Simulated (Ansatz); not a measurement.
Ansatz (a quantum-chemistry and plane-wave program) input (B3LYP-D3(BJ)/def2-TZVP):

Ansatz 0.2 input:
```yaml
crystal:
  periodic: [false, false, false]
  atoms:
    - {symbol: Sn, position_ang: [-0.00349532, -0.01260940, 0.62871775]}
    - {symbol: Cl, position_ang: [1.19244980, 1.38873918, -0.89050383]}
    - {symbol: Cl, position_ang: [-1.18216943, -1.35165270, -0.95866602]}
basis:
  gaussian:
    orbitals: def2-TZVP
hamiltonian:
  xc: b3lyp
  dispersion: d3bj
phonons: {temperatures: {t_min: 298.15, t_max: 298.15, t_step: 100}}
```

Output:

```
Functional definition: B3LYP
integrals: 0.05 GiB planned
958 factors; their error is unknown
mean field: 0.46 GiB planned
mean field evaluation 1: about -30881.7036 eV, gradient 2.5e1 eV
mean field evaluation 2: about -30877.5592 eV, gradient 4.7e1 eV
mean field evaluation 4: about -30883.4604 eV, gradient 1.5e0 eV
mean field evaluation 8: about -30883.5928 eV, gradient 3.0e-2 eV
mean field evaluation 16: about -30883.5928 eV, gradient 1.0e-5 eV
mean field -30883.59277299 eV, -1134.9511007564 hartree, gradient 1.0e-5 eV, S^2 0.000000; 0 other end points of the search recorded, 0 dependent functions left out
the calculation of the forces begins
reference -30883.59300182 eV, -1134.9511091659 hartree; 28, 28 occupied and 96, 96 virtual orbitals, 958 factors
these checks for a lower state are left out or cut short: stability, starts, cluster_reference, orbital_swaps, neighbouring_geometries, increment
integrals: 0.05 GiB planned
958 factors; their error is unknown
mean field: 0.46 GiB planned
mean field -30883.59273932 eV, -1134.9510995188 hartree, gradient 7.1e-7 eV, S^2 0.000000; 0 other end points of the search recorded, 0 dependent functions left out
the calculation of the forces begins
reference -30883.59296813 eV, -1134.9511079277 hartree; 28, 28 occupied and 96, 96 virtual orbitals, 958 factors
these checks for a lower state are left out or cut short: stability, starts, cluster_reference, orbital_swaps, neighbouring_geometries, increment
integrals: 0.05 GiB planned
958 factors; their error is unknown
mean field: 0.46 GiB planned
mean field evaluation 32: about -30883.5928 eV, gradient 7.1e-7 eV
mean field -30883.59275624 eV, -1134.9511001409 hartree, gradient 7.1e-7 eV, S^2 0.000000; 0 other end points of the search recorded, 0 dependent functions left out
the calculation of the forces begins
reference -30883.59298509 eV, -1134.9511085509 hartree; 28, 28 occupied and 96, 96 virtual orbitals, 958 factors
these checks for a lower state are left out or cut short: stability, starts, cluster_reference, orbital_swaps, neighbouring_geometries, increment
integrals: 0.05 GiB planned
958 factors; their error is unknown
mean field: 0.46 GiB planned
mean field -30883.59282953 eV, -1134.9511028341 hartree, gradient 7.1e-7 eV, S^2 0.000000; 0 other end points of the search recorded, 0 dependent functions left out
the calculation of the forces begins
reference -30883.59305840 eV, -1134.9511112450 hartree; 28, 28 occupied and 96, 96 virtual orbitals, 958 factors
these checks for a lower state are left out or cut short: stability, starts, cluster_reference, orbital_swaps, neighbouring_geometries, increment
integrals: 0.05 GiB planned
958 factors; their error is unknown
mean field: 0.46 GiB planned
mean field -30883.59267278 eV, -1134.9510970736 hartree, gradient 7.1e-7 eV, S^2 0.000000; 0 other end points of the search recorded, 0 dependent functions left out
the calculation of the forces begins
reference -30883.59290157 eV, -1134.9511054815 hartree; 28, 28 occupied and 96, 96 virtual orbitals, 958 factors
these checks for a lower state are left out or cut short: stability, starts, cluster_reference, orbital_swaps, neighbouring_geometries, increment
integrals: 0.05 GiB planned
958 factors; their error is unknown
mean field: 0.46 GiB planned
mean field -30883.59276102 eV, -1134.9511003165 hartree, gradient 7.1e-7 eV, S^2 0.000000; 0 other end points of the search recorded, 0 dependent functions left out
the calculation of the forces begins
reference -30883.59298985 eV, -1134.9511087256 hartree; 28, 28 occupied and 96, 96 virtual orbitals, 958 factors
these checks for a lower state are left out or cut short: stability, starts, cluster_reference, orbital_swaps, neighbouring_geometries, increment
integrals: 0.05 GiB planned
958 factors; their error is unknown
mean field: 0.46 GiB planned
mean field evaluation 64: about -30883.5928 eV, gradient 7.1e-7 eV
mean field -30883.59276922 eV, -1134.9511006176 hartree, gradient 7.1e-7 eV, S^2 0.000000; 0 other end points of the search recorded, 0 dependent functions left out
the calculation of the forces begins
reference -30883.59299806 eV, -1134.9511090274 hartree; 28, 28 occupied and 96, 96 virtual orbitals, 958 factors
Total energy: -30883.78625640 eV, -1134.9582111404 hartree
Atom 0 at    -0.003495    -0.012609     0.628718 Å, force    -0.000003    -0.000011     0.000547 eV/Å
Atom 1 at     1.192450     1.388739    -0.890504 Å, force    -0.000019    -0.000018    -0.000274 eV/Å
Atom 2 at    -1.182169    -1.351653    -0.958666 Å, force     0.000022     0.000029    -0.000273 eV/Å
Dipole moment:    -0.003981    -0.014361     0.716065 e Å
Vibrations: 116.43 328.10 345.05 cm⁻¹, zero-point energy 0.048948 eV
```
